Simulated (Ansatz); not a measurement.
Ge24H32, a nanocrystal cut from cubic germanium. Charge 0, multiplicity 3. Geometry r2SCAN-D4/def2-SVP, that of the neutral singlet; atoms count from 1.

```xyz
56

Ge   -3.184   -1.279    3.282
Ge    1.584    3.472    3.161
Ge    4.162    0.620    0.748
Ge   -1.085   -3.858    1.096
Ge    2.536   -2.882   -0.162
Ge    0.473   -0.306    2.042
Ge   -2.699    1.514    0.486
Ge    0.963    2.455   -0.778
Ge   -0.630   -1.065   -1.720
Ge   -4.273   -2.028   -0.429
Ge    3.074   -0.130   -2.967
Ge   -0.666    1.921   -4.519
Ge    0.486    1.397    3.782
Ge   -0.956   -2.131    2.809
Ge   -4.127   -0.293    1.269
Ge    2.704   -1.154    1.551
Ge    1.018    4.207    0.916
Ge    3.193    1.597   -1.258
Ge    1.139   -4.713    0.617
Ge   -2.048   -2.882   -0.917
Ge    1.606   -1.910   -2.196
Ge   -0.473    0.648    0.008
Ge   -0.054    3.467   -2.748
Ge   -1.704   -0.109   -3.685
H    -4.089   -2.440    3.747
H    -3.135   -0.238    4.418
H     1.157    4.572    4.156
H     3.109    3.305    3.283
H     5.552    0.033    0.420
H     4.350    1.701    1.832
H    -2.002   -5.000    1.596
H     3.960   -3.404   -0.474
H    -2.601    2.621    1.555
H    -3.289    2.149   -0.790
H    -5.159   -3.176    0.096
H    -4.930   -1.473   -1.708
H     4.484   -0.704   -3.223
H     2.558    0.465   -4.293
H     0.582    1.560   -5.345
H    -1.659    2.630   -5.464
H     1.135    0.816    5.055
H    -0.985    1.716    4.124
H    -0.338   -2.733    4.095
H    -5.543    0.248    1.575
H     3.290   -1.779    2.841
H     2.001    5.311    0.474
H    -0.389    4.840    0.961
H     4.077    2.767   -1.753
H     1.754   -5.336    1.886
H     1.065   -5.810   -0.465
H    -2.130   -3.966   -2.019
H     1.497   -3.013   -3.277
H    -1.337    4.187   -2.279
H     0.894    4.546   -3.313
H    -3.161    0.221   -3.297
H    -1.758   -1.173   -4.801
```

Single mean-field runs in def2-SVP are fitted with def2-universal-jkfit. At PBE0-D4/def2-SVP a singlet of charge 0 lies 4.52 eV below the triplet at the same geometry.

**Question.** Estimate the Mulliken populations of the heavy atoms from the PBE0/def2-SVP orbitals of Ansatz.

**Answer.** 
```
atom  charge (e)  spin (α − β)
 Ge1        0.11         -0.02
 Ge2        0.09          0.01
 Ge3        0.12          0.01
 Ge4        0.01         -0.03
 Ge5       -0.01          0.01
 Ge6       -0.18          0.10
 Ge7        0.11          0.08
 Ge8       -0.16          0.46
 Ge9       -0.17          0.10
Ge10        0.11         -0.02
Ge11        0.12          0.01
Ge12        0.09          0.01
Ge13        0.12          0.02
Ge14        0.02          0.15
Ge15        0.00          0.09
Ge16        0.02          0.01
Ge17        0.10          0.04
Ge18       -0.02          0.05
Ge19        0.14          0.01
Ge20        0.02          0.15
Ge21        0.02          0.01
Ge22       -0.17          0.36
Ge23        0.10          0.04
Ge24        0.12          0.02
```
Mulliken values depend strongly on the basis.

**Question.** Where does the spin sit?

**Answer.** Summed by element: Ge 1.66, H 0.34, of 2 unpaired in all. Largest on single atoms: Ge8 0.46, Ge22 0.36, Ge20 0.15.

**Question.** And the Mayer bond orders between heavy atoms (over 0.3)?

**Answer.** Ge1–Ge14 0.91 (2.43 Å); Ge1–Ge15 0.93 (2.43 Å); Ge2–Ge13 0.91 (2.43 Å); Ge2–Ge17 0.94 (2.43 Å); Ge3–Ge16 0.91 (2.43 Å); Ge3–Ge18 0.93 (2.43 Å); Ge4–Ge14 0.91 (2.44 Å); Ge4–Ge19 0.93 (2.43 Å); Ge4–Ge20 0.91 (2.44 Å); Ge5–Ge16 0.92 (2.44 Å); Ge5–Ge19 0.92 (2.43 Å); Ge5–Ge21 0.93 (2.44 Å); Ge6–Ge13 0.89 (2.43 Å); Ge6–Ge14 0.86 (2.44 Å); Ge6–Ge16 0.91 (2.44 Å); Ge6–Ge22 0.93 (2.44 Å); Ge7–Ge15 0.89 (2.43 Å); Ge7–Ge22 0.87 (2.44 Å); Ge8–Ge17 0.89 (2.44 Å); Ge8–Ge18 0.89 (2.44 Å); Ge8–Ge23 0.89 (2.44 Å); Ge9–Ge20 0.86 (2.44 Å); Ge9–Ge21 0.91 (2.44 Å); Ge9–Ge22 0.93 (2.44 Å); Ge9–Ge24 0.89 (2.43 Å); Ge10–Ge15 0.93 (2.43 Å); Ge10–Ge20 0.91 (2.43 Å); Ge11–Ge18 0.93 (2.43 Å); Ge11–Ge21 0.91 (2.43 Å); Ge12–Ge23 0.94 (2.43 Å); Ge12–Ge24 0.91 (2.43 Å).
